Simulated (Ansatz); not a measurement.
Consider the ligand exchange at the Si–S bond: `BO[SiH2]S` + HBr → `BO[SiH2]Br` + H₂S.

Gas-phase electronic energies from Ansatz, PBE0-D4/def2-TZVP geometries. CBS: MP2 limit from def2 TZ/QZ plus the TZ coupled-cluster correction, frozen cores. This one scheme is used for every species. DFT in def2-TZVPP. For Br outer-core shells are correlated without core-valence functions, which leaves a few kJ/mol of doubt a bond. Scalar relativity is left out up to krypton. One conformer a species, not always the lowest.

`BO[SiH2]S`:

Z-matrix (Å, degrees):
```
Si
O 1 1.655
S 1 2.122 2 112.0
H 1 1.478 2 105.8 3 120.8
H 1 1.481 2 110.3 3 -117.0
B 2 1.349 1 131.3 3 98.3
H 3 1.344 1 94.4 2 70.8
H 6 1.203 2 120.0 1 2.8
H 6 1.198 2 118.0 1 -177.7
```

HBr:

```xyz
2

Br    0.479   -0.515    0.098
H    -0.479    0.515   -0.098
```

`BO[SiH2]Br`:

Cartesian coordinates in Å:
```
B 0.412 -1.211 0.945
O -0.073 -0.742 -0.228
Si -0.182 0.796 -0.805
Br -2.208 1.582 -0.409
H 0.886 -0.448 1.744
H 0.358 -2.390 1.141
H 0.792 1.673 -0.121
H 0.015 0.740 -2.266
```

H₂S:

Z-matrix (Å, degrees):
```
S
H 1 1.341
H 1 1.341 2 92.3
```

```json
{"level": "revPBE-D4", "ΔE (kJ/mol)": "-27.6", "difference from CCSD(T)/CBS": "8.3"}
{"level": "r2SCAN-D4", "ΔE (kJ/mol)": "-32.4", "difference from CCSD(T)/CBS": "3.5"}
{"level": "B97M-V", "ΔE (kJ/mol)": "-30.1", "difference from CCSD(T)/CBS": "5.8"}
{"level": "r2SCAN0-D4", "ΔE (kJ/mol)": "-34.2", "difference from CCSD(T)/CBS": "1.7"}
{"level": "BHLYP-D4", "ΔE (kJ/mol)": "-37.1", "difference from CCSD(T)/CBS": "-1.2"}
{"level": "B2PLYP", "ΔE (kJ/mol)": "-34.5", "difference from CCSD(T)/CBS": "1.4"}
{"level": "r2SCAN", "ΔE (kJ/mol)": "-32.6", "difference from CCSD(T)/CBS": "3.3"}
{"level": "BHLYP", "ΔE (kJ/mol)": "-37.4", "difference from CCSD(T)/CBS": "-1.5"}
{"level": "CAM-B3LYP", "ΔE (kJ/mol)": "-34.1", "difference from CCSD(T)/CBS": "1.8"}
{"level": "CCSD/def2-SVP", "ΔE (kJ/mol)": "-31.3", "difference from CCSD(T)/CBS": "4.6"}
{"level": "CCSD(T)/def2-SVP", "ΔE (kJ/mol)": "-30.0", "difference from CCSD(T)/CBS": "5.9"}
{"level": "SCS-MP2/def2-TZVPP", "ΔE (kJ/mol)": "-35.7", "difference from CCSD(T)/CBS": "0.2"}
{"level": "CCSD/def2-TZVPP", "ΔE (kJ/mol)": "-34.8", "difference from CCSD(T)/CBS": "1.1"}
{"level": "HF/def2-QZVPP", "ΔE (kJ/mol)": "-43.3", "difference from CCSD(T)/CBS": "-7.4"}
{"level": "SCS-MP2/def2-QZVPP", "ΔE (kJ/mol)": "-37.0", "difference from CCSD(T)/CBS": "-1.1"}
{"level": "MP2/CBS(def2)", "ΔE (kJ/mol)": "-37.7", "difference from CCSD(T)/CBS": "-1.8"}
{"level": "CCSD(T)/CBS", "ΔE (kJ/mol)": "-35.9", "difference from CCSD(T)/CBS": "0"}
```

Q: What do rigid-rotor, harmonic-oscillator terms from PBE0-D4/def2-TZVP frequencies (298.15 K, 1 bar) make of the CCSD(T)/CBS value? (Estimate.)

A: Computed: ΔZPE = +1.8 kJ/mol, ΔH = -34.3 kJ/mol, ΔS = 7 J/(mol·K), ΔG = -36.6 kJ/mol. Modes under 50 cm⁻¹ make the entropy rough.

Largest T1 diagnostic among the species: 0.013.

In def2-TZVPP, CCSD(T) changes the Hartree–Fock value by +9.9 kJ/mol (the triples alone add +1.7 kJ/mol) and MP2 by +8.1 kJ/mol. Leaving LDA and LC-ωPBE aside and taking each functional with its dispersion term where it has one, the values spread over 9.5 kJ/mol, from BHLYP-D4 to revPBE-D4.
